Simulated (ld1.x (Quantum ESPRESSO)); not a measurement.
# Which change was made? (Ti, TM semilocal)

ld1.x (Quantum ESPRESSO) 7.5 input, shortened:

```
&input
   title='Ti', zed=22., rel=1, dft='PBESOL', iswitch=3,
   config='[Ar] 3d2 4s1.5 4p0'
 /
 &inputp
   pseudotype=1, tm=.true., lloc=0,
   nlcc=.false.
 /
3
3P  2  1   6.00   0.00  1.10  1.10  0.0
3D  3  2   2.00   0.00  2.35  2.35  0.0
3S  1  0   2.00   0.00  1.30  1.30  0.0
 &test
   configts(1)='3s2 3p6 3d2 4s1.5 4p0'
 /
```

Occupied shells without a wave of their own: 4s. They enter only through the test configuration that unscreens the potential.

Cutoffs, loose and tight: the cutoffs (Ry, on a coarse ladder) from which the occupation-weighted sum of valence levels, in a spherical-Bessel basis at the reference potential, stays within 10 and 1 mRy of its value at 400 Ry. They do not see the model core or the augmentation charge, which bear on the density cutoff. Test errors are all-electron minus pseudo excitation energies from the reference, over the configurations 3s2 3p6 3d2 4s2 4p0; 3s2 3p6 3d2 4s1 4p0; 3s2 3p6 3d2 4s0 4p0; 3s2 3p6 3d3 4s0 4p0; 3s2 3p6 3d2 4s0 4p2; 3s2 3p6 3d2 4s0 4p1; 3s1 3p6 3d2 4s2 4p0; variants that change the core or the reference have their own tests.

The base gives: outcome: generated, misses its reference levels by 0.20 eV; cutoff, loose: 90 Ry; cutoff, tight: 160 Ry; bound ghosts: none; largest test error (meV): -463.

Task: After one change the result is: outcome: generated; cutoff, loose: 90 Ry; cutoff, tight: 160 Ry; bound ghosts: none; largest test error (meV): +1239. Which change was it?
A. type RRKJ, which also changes the form from semilocal to separable; local potential the p channel
B. reference 3s2 3p6 3d2 4s2 4p0
C. wave 3s (bound): rc 1.30 bohr becomes 3s (bound): rc 1.44 bohr
D. reference 3s2 3p6 3d2 4s0 4p0

Result: D. The others give: wave 3s (bound): rc 1.30 bohr becomes 3s (bound): rc 1.44 bohr → outcome: generated, misses its reference levels by 0.37 eV; cutoff, loose: 80 Ry; cutoff, tight: 140 Ry; bound ghosts: none; largest test error (meV): -841 | reference 3s2 3p6 3d2 4s2 4p0 → outcome: generated, misses its reference levels by 0.17 eV; cutoff, loose: 90 Ry; cutoff, tight: 160 Ry; bound ghosts: none; largest test error (meV): -883 | type RRKJ, which also changes the form from semilocal to separable; local potential the p channel → outcome: generated; cutoff, loose: 80 Ry; cutoff, tight: 140 Ry; bound ghosts: none; largest test error (meV): -256. In the semilocal form every listed channel keeps its own potential, so the choice of the local channel does not act on these tests. It acts once the file is put into the separable form.
